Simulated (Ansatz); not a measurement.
`CS[SiH2][AlH][NH2]` and `BO[SiH2]SC` differ in one atom or group.

Ansatz, PBE0-D4/def2-TZVP geometries, multiplicity 1. Each molecule was computed in one conformer, which needn't be the lowest.

| property | `CS[SiH2][AlH][NH2]` |
| --- | --- |
| size of the dipole moment (ωB97M-V/def2-TZVPP) / D | 2.73 |
| HOMO–LUMO gap (PBE/def2-TZVPP) / eV | 3.31 |
| HOMO energy (ωB97M-V/def2-TZVPP) / eV | -8.51 |
| size of the dipole moment (B3LYP/def2-TZVPP) / D | 2.71 |
| HOMO energy (B3LYP/def2-TZVPP) / eV | -6.24 |
| LUMO energy (PBE0/def2-TZVPP) / eV | -1.30 |

(1) Give the same properties after the change, and the shifts. (Best estimate.)

Results:

(1) The calculation gave: 
```tsv
property	`BO[SiH2]SC`	shift
size of the dipole moment (ωB97M-V/def2-TZVPP) / D	1.45	-1.28
HOMO–LUMO gap (PBE/def2-TZVPP) / eV	4.36	1.05
HOMO energy (ωB97M-V/def2-TZVPP) / eV	-9.50	-0.99
size of the dipole moment (B3LYP/def2-TZVPP) / D	1.48	-1.23
HOMO energy (B3LYP/def2-TZVPP) / eV	-7.05	-0.81
LUMO energy (PBE0/def2-TZVPP) / eV	-0.75	0.55
```

With PBE0 the HOMO falls by 0.84 eV and the LUMO rises by 0.55 eV, so the gap widens by about 1.39 eV. PBE moves the HOMO by -0.78 eV and ωB97M-V by -0.99 eV. Dipoles are sizes alone; their direction can turn.

B3LYP here is the variant with VWN-RPA as its local correlation; programs differ in this.
